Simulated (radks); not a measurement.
Results of a calculation; reference values are marked as such.
Radial electron density D(r) = 4 pi r^2 rho(r) of an atom or ion with 37 electrons. Code: a radial shooting solver on a logarithmic mesh with Libxc functionals. Model: scalar-relativistic Kohn-Sham, PBE, spin-polarised, spherical densities, finite nucleus; Fermi nuclear charge, rms radius of each element as measured or else 0.836 A^(1/3) + 0.57 fm.

```
   r/bohr * D(r) (the largest magnitude, 64.7, reaches the edge; | marks zero)
 0.002309 |  *
 0.003006 |    *
 0.003914 |      *
 0.005097 |          *
 0.006637 |               *
 0.008642 |                      *
  0.01125 |                             *
  0.01465 |                                    *
  0.01908 |                                          *
  0.02484 |                                            *
  0.03235 |                                          *
  0.04179 |                                      *
  0.05441 |                                      *
  0.07085 |                                            *
  0.09226 |                                                     *
   0.1201 |                                                      *
   0.1564 |                                            *
   0.2037 |                                  *
   0.2652 |                                     *
   0.3454 |                                          *
   0.4497 |                                 *
   0.5856 |                 *
   0.7625 |         *
    0.985 |        *
    1.283 |      *
     1.67 |  *
    2.175 |*
    2.832 *
    3.687 *
    4.801 *
```

What is the nuclear charge?

Answer. Z = 42. The innermost maximum, from 1s, lies near gamma/Z bohr with gamma = sqrt(1 - (Z/c)^2) = 0.952, here 0.0227 bohr (found: 0.0246), and its height grows with Z. The density is that of the molybdenum ion Mo5+ in [Kr] 4d1; the configuration itself is not fixed sharply by these data, and Z only to a few units. D(r) has 3 maxima, at r = 0.0246, 0.109, 0.343 bohr, and minima at 0.0494, 0.219 bohr, inside which lie 2.02, 11.05 electrons.
